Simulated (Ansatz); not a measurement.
Question: Name a neutral molecule of B, C, F, Ge, Si and H with LUMO energy (ωB97M-V/def2-TZVPP) between -0.25 and 0.05 eV and HOMO energy (B3LYP/def2-TZVPP) between -7.15 and -6.85 eV (Ansatz, PBE0-D4/def2-TZVP geometry).

Answer: `[F][GeH]1[CH2][B]1[SiH3]` (0.00 eV, -7.09 eV); `[F][Ge]1([SiH3])[BH][CH2]1` (0.03 eV, -6.87 eV). Other molecules can fit too; these were computed, each in one conformer that needn't be the lowest.

B3LYP here is the variant with VWN-RPA as its local correlation; programs differ in this.
